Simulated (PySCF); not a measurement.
# Hf: excitation energy

Hf [Xe] 4f14 5d2 6s2 (3F) → Hf [Xe] 4f14 5d1 6s2 6p1 (high-spin determinant), as a difference of total energies. Computed with PySCF 2.14 in x2c-TZVPPall with one added diffuse shell each of s, p, d, f type (12s8p8d4f1g, 113 functions), with scalar relativity by spin-free X2C-1e. Correlated levels: valence: [Xe] 4f14 frozen; valence and next inner shell: [Kr] 4d10 4f14 frozen. The calculations carry no spin-orbit coupling.

| method | excitation energy (eV) |
| --- | --- |
| UHF | 1.607 |
| LDA | 2.251 |
| PBE | 2.145 |
| PBE0 | 2.068 |
| r2SCAN | 2.339 |
| MP2 (valence) | 1.817 |
| SCS-MP2 (valence) | 1.758 |
| MP2 (valence and next inner shell) | 1.935 |
| SCS-MP2 (valence and next inner shell) | 1.862 |

Problem. How much does correlation contribute at MP2 (valence and next inner shell)?

Solution. 1.935 − (1.607) = 0.328 eV, measured against UHF.

A first-order spin-orbit estimate (lowest level to lowest level, LS coupling) adds -0.113 eV.

The determinant of the upper state mixes LS terms, which raises its energy above the lowest term, most at the Hartree-Fock and MP2 levels.
